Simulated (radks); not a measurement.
Pd, configuration [Kr] 4d9 5f1 (not the ground configuration). Calculated with a radial shooting solver on a logarithmic mesh with Libxc functionals: Dirac Kohn-Sham, PBE, spin-unpolarised, spherical densities, finite nucleus; open shells fill j = l - 1/2 first; Fermi nuclear charge, rms radius 4.5318 fm.

Unscreened Slater integrals over Kohn-Sham orbitals (cm^-1). Large and small components are both included. Empty in this configuration: 5f7/2.

\begin{tabular}{lr}
integral & value \\ \hline
F0(5f5/2,5f5/2) & 6653.7 \\
F2(5f5/2,5f5/2) & 3543.8 \\
F4(5f5/2,5f5/2) & 2521.1 \\
F0(5f5/2,4d5/2) & 9338.9 \\
F2(5f5/2,4d5/2) & 141.93 \\
F4(5f5/2,4d5/2) & 15.609 \\
G1(5f5/2,4d5/2) & 8.1292 \\
G3(5f5/2,4d5/2) & 4.4588 \\
G5(5f5/2,4d5/2) & 3.0063 \\
F0(5f5/2,4d3/2) & 9339.0 \\
F2(5f5/2,4d3/2) & 137.60 \\
G1(5f5/2,4d3/2) & 7.5198 \\
G3(5f5/2,4d3/2) & 4.1220 \\
F0(5f5/2,4p3/2) & 9339.2 \\
F2(5f5/2,4p3/2) & 68.537 \\
G2(5f5/2,4p3/2) & 0.74452 \\
G4(5f5/2,4p3/2) & 0.47158 \\
F0(5f5/2,5f7/2) & 6653.7 \\
F2(5f5/2,5f7/2) & 3543.8 \\
F4(5f5/2,5f7/2) & 2521.1 \\
G2(5f5/2,5f7/2) & 3543.8 \\
G4(5f5/2,5f7/2) & 2521.1 \\
G6(5f5/2,5f7/2) & 1973.2 \\
F0(4d5/2,4d5/2) & 136460 \\
F2(4d5/2,4d5/2) & 66518 \\
F4(4d5/2,4d5/2) & 42986 \\
F0(4d5/2,4d3/2) & 137460 \\
F2(4d5/2,4d3/2) & 67039 \\
G2(4d5/2,4d3/2) & 67008 \\
G4(4d5/2,4d3/2) & 43321 \\
F0(4d5/2,4p3/2) & 156880 \\
F2(4d5/2,4p3/2) & 75468 \\
G1(4d5/2,4p3/2) & 94240 \\
G3(4d5/2,4p3/2) & 57215 \\
F0(4d5/2,5f7/2) & 9339.0 \\
F2(4d5/2,5f7/2) & 141.93 \\
F4(4d5/2,5f7/2) & 15.608 \\
G1(4d5/2,5f7/2) & 8.1278 \\
G3(4d5/2,5f7/2) & 4.4582 \\
G5(4d5/2,5f7/2) & 3.0059 \\
F0(4d3/2,4d3/2) & 138480 \\
F2(4d3/2,4d3/2) & 67585 \\
F0(4d3/2,4p3/2) & 158350 \\
F2(4d3/2,4p3/2) & 76558 \\
G1(4d3/2,4p3/2) & 95913 \\
G3(4d3/2,4p3/2) & 58263 \\
F0(4d3/2,5f7/2) & 9339.0 \\
F2(4d3/2,5f7/2) & 137.60 \\
G3(4d3/2,5f7/2) & 4.1207 \\
G5(4d3/2,5f7/2) & 2.7777 \\
F0(4p3/2,4p3/2) & 188120 \\
F2(4p3/2,4p3/2) & 98418 \\
F0(4p3/2,5f7/2) & 9339.3 \\
F2(4p3/2,5f7/2) & 68.536 \\
G2(4p3/2,5f7/2) & 0.74386 \\
G4(4p3/2,5f7/2) & 0.47118 \\
F0(5f7/2,5f7/2) & 6653.7 \\
F2(5f7/2,5f7/2) & 3543.8 \\
F4(5f7/2,5f7/2) & 2521.1 \\
F6(5f7/2,5f7/2) & 1973.2 \\
\end{tabular}
